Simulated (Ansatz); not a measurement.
Ansatz (a first-principles code) input:
A basis named .json is the Basis Set Exchange file of that set.

Ansatz 0.2 input:
```yaml
crystal:
  periodic: [false, false, false]
  atoms:
    - {symbol: Si, position_ang: [0.23811438, -0.09486760, -0.06914489]}
    - {symbol: Cl, position_ang: [-0.30317118, -0.32223402, 1.83118796]}
    - {symbol: Cl, position_ang: [-1.27922740, -0.17203284, -1.35749433]}
    - {symbol: O, position_ang: [0.81796442, 1.61642888, -0.21584395]}
    - {symbol: O, position_ang: [1.63477798, -0.71898156, -0.52130790]}
    - {symbol: H, position_ang: [0.24201552, 2.37700724, -0.40353727]}
    - {symbol: H, position_ang: [1.95675954, -1.60483497, -0.32145434]}
    - {symbol: H, position_ang: [1.74646012, 1.77893233, -0.46255693]}
basis:
  gaussian:
    orbitals: aug-cc-pV_D+d_Z.json
total_charge: 1
magnetization: {spin_polarized: false}
correlation: {method: ccsd_t, electrons: outside_noble_gas}
output: {forces: true}
```

Q: What final total energy does it print?

A: -1360.23053 Eh (CCSD(T)/aug-cc-pV(D+d)Z). The basis has 169 functions. The run takes roughly 10 core-minutes.

It need not be the lowest isomer of its formula.
